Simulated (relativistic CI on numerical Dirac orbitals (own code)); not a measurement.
# Level scheme of Dy⁶⁴⁺

Calculated at this level of theory: Dirac-Coulomb-Breit CI, KLI orbitals optimised for each configuration, model QED, unscaled Slater integrals (own radial code, finite nucleus).

CI space: 1s2, 1s.2s, 1s.2p, 1s.3s, 1s.3p, 1s.3d, 1s.4s, 1s.4p, 1s.4d, 1s.4f, 1s.5s, 1s.5p, 1s.5d, 1s.5f, 1s.5g, 1s.6s, 1s.6p, 1s.6d, 2s2. Levels of other configurations are missing.

```tsv
No.	Configuration	Term	J	E (10³ cm⁻¹)	%	Next component (%)	Landé g
1	1s2	1S	0	0	100		
2	1s.2s	3S	1	371641	100		1.900
3	1s.2p	3P°	1	372445	68	32 1P°	1.240
4	1s.2s	1S	0	372621	100		
5	1s.2p	3P°	0	372624	100		
6	1s.2p	3P°	2	380041	100		1.437
7	1s.2p	1P°	1	380397	68	32 3P°	1.162
8	1s.3s	3S	1	442838	100		1.911
9	1s.3p	3P°	1	443054	68	32 1P°	1.251
10	1s.3s	1S	0	443099	100		
11	1s.3p	3P°	0	443101	100		
12	1s.3p	3P°	2	445314	100		1.450
13	1s.3d	3D	2	445390	60	40 1D	1.049
14	1s.3d	3D	1	445413	100		0.523
15	1s.3p	1P°	1	445419	68	32 3P°	1.183
16	1s.3d	3D	3	446063	100		1.296
17	1s.3d	1D	2	446081	60	40 3D	1.079
18	1s.4s	3S	1	467338	100		1.915
19	1s.4p	3P°	1	467425	68	32 1P°	1.255
20	1s.4s	1S	0	467444	100		
21	1s.4p	3P°	0	467444	100		
22	1s.4p	3P°	2	468373	100		1.454
23	1s.4d	3D	2	468405	60	40 1D	1.054
24	1s.4d	3D	1	468415	100		0.530
25	1s.4p	1P°	1	468417	68	32 3P°	1.191
26	1s.4d	3D	3	468690	100		1.301
27	1s.4f	3F°	3	468692	57	43 1F°	1.014
28	1s.4f	3F°	2	468697	100		0.685
29	1s.4d	1D	2	468698	60	40 3D	1.086
30	1s.4f	3F°	4	468831	100		1.224
31	1s.4f	1F°	3	468835	57	43 3F°	1.048
32	1s.5s	3S	1	478521	100		1.917
33	1s.5p	3P°	1	478565	68	32 1P°	1.257
34	1s.5s	1S	0	478574	100		
35	1s.5p	3P°	0	478574	100		
36	1s.5p	3P°	2	479048	100		1.456
37	1s.5d	3D	2	479064	60	40 1D	1.056
38	1s.5d	3D	1	479069	100		0.534
39	1s.5p	1P°	1	479070	68	32 3P°	1.194
40	1s.5d	3D	3	479210	100		1.303
41	1s.5f	3F°	3	479211	57	43 1F°	1.016
42	1s.5f	3F°	2	479213	100		0.688
43	1s.5d	1D	2	479214	60	40 3D	1.089
44	1s.5f	3F°	4	479282	100		1.226
45	1s.5g	3G	4	479282	55	45 1G	1.003
46	1s.5g	3G	3	479284	100		0.765
47	1s.5f	1F°	3	479284	57	43 3F°	1.051
48	1s.5g	3G	5	479325	100		1.180
49	1s.5g	1G	4	479326	55	45 3G	1.034
50	1s.6s	3S	1	484534	100		1.918
51	1s.6p	3P°	1	484559	68	32 1P°	1.257
52	1s.6p	3P°	0	484564	100		
53	1s.6s	1S	0	484564	100		
54	1s.6p	3P°	2	484837	100		1.457
55	1s.6d	3D	2	484846	60	40 1D	1.057
56	1s.6d	3D	1	484849	100		0.536
57	1s.6p	1P°	1	484850	68	32 3P°	1.196
58	1s.6d	3D	3	484930	100		1.304
59	1s.6d	1D	2	484933	60	40 3D	1.090
```

Energies count from the lowest computed level; ° marks odd parity.

The mean weight of the leading LS term, summed over parents, in these 59 levels is 85 %, and that of the leading jj configuration (from the same eigenvectors) 100 %, so jj coupling describes them better and the LS labels are nominal.

At this charge energies of transitions that change n are usually good to better than 1 %, and those within a shell (Δn = 0) to a few per cent.

LS names give the leading component of a level, which can be under half, so a name can repeat, a term be missing and a line seem to break the LS rules.
